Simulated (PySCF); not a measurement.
CaBi: from constants to spectrum

r²SCANh constants of CaBi, ⁴Σ⁻ (quartet), unpaired electrons σ ↑, π ↑↑ (basis Ca def2-SVPD, Bi def2-SVPD with ECP60; scalar-relativistic core potentials; PySCF 2.14; masses 39.9626 and 208.9804 u):

```
ωe              : 162.5 cm⁻¹
ωexe            : 0.608 cm⁻¹
Be              : 0.050003 cm⁻¹
αe              : 0.000222 cm⁻¹
D (centrifugal) : 1.89e-08 cm⁻¹
De to Ca + Bi   : 1.09 eV
```

Task: Give the vibrational terms G(v) and spacings up to v = 6.

Result: G(v) = ωe(v+½) − ωexe(v+½)².

```
v  G(v) (cm⁻¹)  G(v) − G(v−1)  Bv (cm⁻¹)
0         81.1                   0.04989
1        242.4          161.3    0.04967
2        402.4          160.1    0.04945
3        561.3          158.9    0.04923
4        718.9          157.6    0.04900
5        875.4          156.4    0.04878
6       1030.6          155.2    0.04856
```

Task: How well does the Morse estimate ωe²/(4ωexe) reproduce De, and what is D0?

Result: It gives 1.35 eV, 124 % of the computed De. D0 = De − G(0) = 1.09 − 0.01 = 1.08 eV.

Spin–orbit coupling is left out, which matters for elements this heavy, above all for dissociation energies. The state is the lowest determinant that a PBE0 search found; another state may lie lower at other levels.
